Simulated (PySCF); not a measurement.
# Worked example: oscillator strength and radiative lifetime

C2H7FSi2, SMILES F[SiH2]/C=C\[SiH3].

Coordinates come from a PBE0-D3(BJ)/def2-SVP optimisation. The structure was generated by enumeration; whether it is a known compound was not checked. Other conformers were not sampled.

TDDFT-PBE0/def2-SVPD (PySCF 2.14.0) puts the first singlet state with f over 0.02 at 6.30 eV (vertical), with the transition dipole (-0.336, -1.479, 0.000) in atomic units.

**Question.** Find the oscillator strength, the wavelength and the radiative lifetime that this transition would have in vacuum if emission retraced absorption.

**Answer.** 
|μ|² = 2.3003 au, so |μ| = 3.85 D. ΔE = 6.30/27.211 = 0.2315 hartree. f = (2/3) ΔE |μ|² = 0.355 (the program prints 0.356).
λ = 1239.84/6.30 = 197 nm; ν = 50813 cm⁻¹.
Einstein's coefficient A = 0.6670 ν² f s⁻¹ (ν in cm⁻¹) = 6.1e8 s⁻¹, so τ = 1/A = 1.6 ns. This state is S2; the lower singlet has f = 0.005. The figure is the radiative limit of this one transition; relaxation, internal conversion, crossing to triplets and a medium change what is measured.
